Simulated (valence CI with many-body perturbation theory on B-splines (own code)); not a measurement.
# E1 line list for Zr

Calculated by relativistic CI+MBPT: four valence electrons over a frozen Dirac-Fock core [Kr], a basis of 7 s, 7 p, 8 d, 6 f, 4 g, 1 h functions for each j, with the one-electron correlation potential Σ1 (screened to all orders), the two-electron term Σ2, the three-electron term Σ3, Breit, model QED; selected single and double excitations, second order for the rest, scaled by the run's own slope (own B-spline code, finite nucleus).

Set against measurement, 57 paired levels are off by 267 cm⁻¹ on average, the worst by 575. These come from a selection out of the NIST Handbook of Basic Atomic Spectroscopic Data. Levels without a partner in it may be off by more, other configurations by 1,000 to 4,000 cm⁻¹. Among the levels kept, up to 710 cm⁻¹ of a level comes from second order outside the variational space, and about a tenth of that is noise between levels of different J, which matters for small intervals. 5 measured levels below the end of the list, from 13142 cm⁻¹ on, found no clear computed partner, and computed levels of the same name lie up to 8006 cm⁻¹ from them.

Lines 251 to 300 of 579 in falling wavelength, among levels below 36270 cm⁻¹, chosen from the strongest by gf and those to the six lowest levels. Wavelengths and rates use the calculated energies, so an error of 300 cm⁻¹ moves a line at 480.6 nm by 1.4 % and its rate by three times that or more. Electric multipoles are in the length gauge, E1 and E2 with the static RPA response of the core. Weak lines are less certain than strong ones. Lines between different terms over intervals too small for the method are left out, as are lines whose strength nearly cancels. Where a level lies close to another of its J and parity, the split of strength between their lines is uncertain. The highest levels of a list are the least certain.

Names give the largest LS component (configuration and term), which can be under half, so a name can repeat, a term be missing and a line seem to break the LS rules; names also repeat where a configuration has a term twice. Letters in brackets count levels of one name in rising energy.

| λ vac (nm) | λ from measured levels | Upper | Lower | A (s⁻¹) | log gf | Branch % |
| --- | --- | --- | --- | --- | --- | --- |
| 501.5 |  | 4d3 5p 3H°_6 | 4d3 5s 3H_6 | 2.63e+07 | 0.11 | 38.1 |
| 498.3 |  | 4d3 5p 3H°_6 | 4d3 5s 3H_5 | 2.58e+06 | -0.90 | 3.7 |
| 497.7 |  | 4d2 5s 6s 5F_2 | 4d2 5s 5p 5G°_3 | 3.75e+07 | -0.16 | 37.3 |
| 496.4 |  | 4d2 5s 6s 5F_5 | 4d2 5s 5p 5G°_5 | 5.38e+06 | -0.66 | 5.3 |
| 494.6 |  | 4d3 5p 3D°_2 [b] | 4d3 5s 3P_1 [a] | 7.67e+06 | -0.85 | 3.3 |
| 494.3 |  | 4d2 5s 6s 5F_4 | 4d2 5s 5p 5G°_4 | 8.98e+06 | -0.53 | 9.1 |
| 493.2 |  | 4d3 5p 5G°_2 | 4d3 5s 5F_2 | 1.62e+07 | -0.53 | 21.1 |
| 493.1 |  | 4d3 5p 5G°_3 | 4d3 5s 5F_3 | 1.57e+07 | -0.40 | 21.3 |
| 492.6 |  | 4d3 5p 5G°_4 | 4d3 5s 5F_4 | 1.23e+07 | -0.40 | 18.3 |
| 492.1 |  | 4d2 5s 6s 5F_1 | 4d2 5s 5p 5G°_2 | 4.67e+07 | -0.29 | 45.8 |
| 491.5 |  | 4d2 5s 5p 1D°_2 [b] | 4d3 5s 3G_3 | 1.35e+07 | -0.61 | 25.5 |
| 491.3 |  | 4d2 5s 6s 5F_3 | 4d2 5s 5p 5G°_3 | 1.10e+07 | -0.56 | 11.1 |
| 491.0 |  | 4d3 5p 3P°_2 | 4d3 5s 3D_3 [a] | 1.61e+07 | -0.54 | 13.1 |
| 490.7 |  | 4d3 5p 5G°_5 | 4d3 5s 5F_5 | 8.62e+06 | -0.47 | 13.8 |
| 490.0 |  | 4d3 5p 3F°_3 | 4d3 5s 3G_4 | 4.04e+07 | 0.01 | 38.9 |
| 489.8 |  | 4d3 5p 3P°_1 | 4d3 5s 3D_2 [a] | 2.47e+07 | -0.57 | 25.6 |
| 489.6 |  | 4d3 5p 5G°_2 | 4d3 5s 5F_1 | 5.45e+07 | -0.01 | 71.0 |
| 489.3 |  | 4d3 5p 3P°_0 | 4d3 5s 3D_1 [a] | 3.96e+07 | -0.85 | 41.9 |
| 488.8 |  | 4d3 5p 3F°_2 | 4d3 5s 3G_3 | 3.78e+07 | -0.17 | 39.9 |
| 488.0 |  | 4d3 5p 5G°_2 | 4d2 5s2 3P_1 | 1.69e+06 | -1.52 | 2.2 |
| 488.0 |  | 4d2 5s 6s 5F_2 | 4d2 5s 5p 5G°_2 | 1.01e+07 | -0.74 | 10.1 |
| 487.7 |  | 4d3 5p 5G°_3 | 4d3 5s 5F_2 | 4.73e+07 | 0.07 | 64.1 |
| 486.2 |  | 4d2 5s 5p 3G°_4 [b] | 4d3 5s 5F_4 | 2.53e+06 | -1.09 | 4.9 |
| 485.9 |  | 4d3 5p 3F°_4 | 4d3 5s 3G_5 | 4.47e+07 | 0.15 | 45.4 |
| 485.6 |  | 4d3 5p 5G°_4 | 4d3 5s 5F_3 | 4.16e+07 | 0.12 | 62.2 |
| 482.5 |  | 4d3 5p 5G°_5 | 4d3 5s 5F_4 | 4.42e+07 | 0.23 | 70.6 |
| 482.1 |  | 4d3 5p 3I°_5 | 4d3 5s 3H_4 | 5.44e+07 | 0.32 | 89.9 |
| 481.6 |  | 4d2 5s 5p 3G°_3 [b] | 4d3 5s 5F_2 | 1.08e+07 | -0.58 | 18.8 |
| 480.6 | 468.6 | 4d2 5s 5p 3F°_3 [c] | 4d2 5s2 1D_2 [b] | 7.18e+06 | -0.76 | 9.7 |
| 480.6 |  | 4d3 5p 3I°_6 | 4d3 5s 3H_6 | 1.51e+06 | -1.17 | 2.4 |
| 480.4 |  | 4d3 5p 1F°_3 | 4d3 5s 3G_4 | 3.69e+06 | -1.05 | 3.6 |
| 479.5 |  | 4d2 5s 5p 3G°_4 [b] | 4d3 5s 5F_3 | 2.31e+07 | -0.14 | 44.5 |
| 478.6 |  | 4d2 5s 5p 3F°_3 [d] | 4d2 5s2 1D_2 [b] | 1.13e+07 | -0.56 | 12.8 |
| 477.8 |  | 4d3 5p 3F°_3 | 4d3 5s 3F_4 [a] | 2.71e+06 | -1.19 | 2.6 |
| 477.6 |  | 4d3 5p 3I°_6 | 4d3 5s 3H_5 | 5.54e+07 | 0.39 | 89.6 |
| 477.3 | 468.9 | 4d3 5p 5G°_6 | 4d3 5s 5F_5 | 8.25e+07 | 0.56 | 99.9 |
| 477.0 | 471.1 | 4d2 5s 5p 3G°_5 [b] | 4d3 5s 5F_4 | 2.92e+07 | 0.04 | 62.0 |
| 476.9 |  | 4d3 5p 1G°_4 [b] | 4d3 5s 3H_4 | 2.81e+07 | -0.07 | 18.2 |
| 475.1 |  | 4d3 5p 3I°_7 | 4d3 5s 3H_6 | 5.90e+07 | 0.48 | 99.2 |
| 475.0 | 469.0 | 4d2 5s 5p 3G°_5 [a] | 4d2 5s2 3F_4 | 7.57e+06 | -0.55 | 84.8 |
| 473.4 |  | 4d2 5s 5p 5P°_2 | 4d2 5s2 3P_1 | 8.72e+05 | -1.83 | 7.8 |
| 471.5 |  | 4d3 5p 3F°_4 | 4d3 5s 3F_4 [a] | 4.07e+07 | 0.09 | 41.3 |
| 470.0 |  | 4d3 5p 3H°_5 [b] | 4d3 5s 3H_5 | 6.57e+07 | 0.38 | 64.3 |
| 469.5 | 463.5 | 4d2 5s 5p 3G°_4 [a] | 4d2 5s2 3F_3 | 7.43e+06 | -0.66 | 84.9 |
| 467.7 |  | 4d3 5p 3F°_3 | 4d3 5s 3F_3 [a] | 4.02e+07 | -0.03 | 38.8 |
| 466.9 |  | 4d3 5p 3H°_4 [b] | 4d3 5s 3H_4 | 2.66e+07 | -0.11 | 15.6 |
| 465.7 |  | 4d2 5s 5p 1D°_2 [b] | 4d3 5s 3F_2 [a] | 1.21e+07 | -0.71 | 22.9 |
| 465.3 |  | 4d2 5s 5p 3D°_1 [c] | 4d2 5s2 3P_1 | 7.03e+06 | -1.16 | 9.2 |
| 465.3 |  | 4d2 5s 5p 5P°_3 | 4d2 5s2 1D_2 [a] | 6.72e+06 | -0.82 | 37.9 |
| 465.2 |  | 4d2 5s 5p 3D°_3 [d] | 4d3 5s 3G_4 | 2.99e+06 | -1.17 | 0.9 |
